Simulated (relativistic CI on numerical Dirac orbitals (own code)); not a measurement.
Hyperfine structure of Os LX, mass number 187

Method of calculation: Dirac-Coulomb-Breit CI, orbitals from a KLI potential per configuration, model QED (radiative potential, 1s self-energy scaled to tabulated hydrogen-like ionisation energies), unscaled Slater integrals (own radial code, finite nucleus).

Configurations in the expansion (outside the closed core [Ne]): 3s²3p⁵, 3s²3p⁴3d, 3s3p⁶, 3s3p⁵3d, 3s3p⁴3d², 3p⁶3d, 3s²3p³3d4p, 3s3p⁴3d4s, 3p⁶4s, 3s²3p⁴4s, 3p⁶4p, 3s²3p⁴4p, 3s²3p³3d², 3s²3p²3d³, 3s3p³3d³, 3s²3p²3d²4s, 3s²3p²3d²4p. Double excitations out of closed p, d and f shells are left out; levels of such configurations are missing from the list, as are those of other unlisted configurations, and high levels can miss mixing partners.

Nuclear spin I = 1/2, μ = 0.06442 μN (tables of Stone and Pyykkö). The electronic factors are computed for point nuclear moments, without core polarisation or the Bohr-Weisskopf and QED corrections.

```json
{"Level": "3s²3p⁵ ²P°3/2", "E (Ry)": "0.0000", "A (GHz)": "29.89"}
{"Level": "3s²3p⁴3d ⁴P1/2", "E (Ry)": "18.4941", "A (GHz)": "46.19"}
{"Level": "3s²3p⁴3d ²D3/2", "E (Ry)": "20.1826", "A (GHz)": "16.99"}
{"Level": "3s²3p⁴3d ⁴F9/2", "E (Ry)": "24.8248", "A (GHz)": "16.95"}
{"Level": "3s²3p⁴3d ²P1/2", "E (Ry)": "25.3623", "A (GHz)": "-17.54"}
{"Level": "3s²3p⁴3d ²D5/2", "E (Ry)": "27.0439", "A (GHz)": "8.64"}
{"Level": "3s²3p⁴3d ²D5/2", "E (Ry)": "27.8679", "A (GHz)": "12.8"}
{"Level": "3s²3p⁵ ²P°1/2", "E (Ry)": "29.0819", "A (GHz)": "276.3"}
```

Levels with J = 0, under 50 % of one LS term, or S terms without an open s electron are left out. Small factors come from cancelling terms and can be off by tens of per cent or more.

At this charge energies of transitions that change n are usually good to better than 1 %, and those within a shell (Δn = 0) to a few per cent.

Give the hyperfine levels of 3s²3p⁴3d ⁴P1/2 relative to its centre of gravity.

With K = F(F + 1) − I(I + 1) − J(J + 1), E = AK/2: F = 0: -34.64, F = 1: 11.55 GHz.

LS names give the leading component of a level, which can be under half, so a name can repeat, a term be missing and a line seem to break the LS rules.
